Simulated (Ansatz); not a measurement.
Q: Name a neutral molecule of Al, C, F, O and H with size of the dipole moment (ωB97M-V/def2-TZVPP) between 1.40 and 1.70 D and HOMO energy (PBE0/def2-TZVPP) between -8.55 and -8.25 eV (Ansatz, PBE0-D4/def2-TZVP geometry).

A: `[OH][AlH][O]CF` (1.60 D, -8.54 eV). Other molecules can fit too; these were computed, each in one conformer that needn't be the lowest.
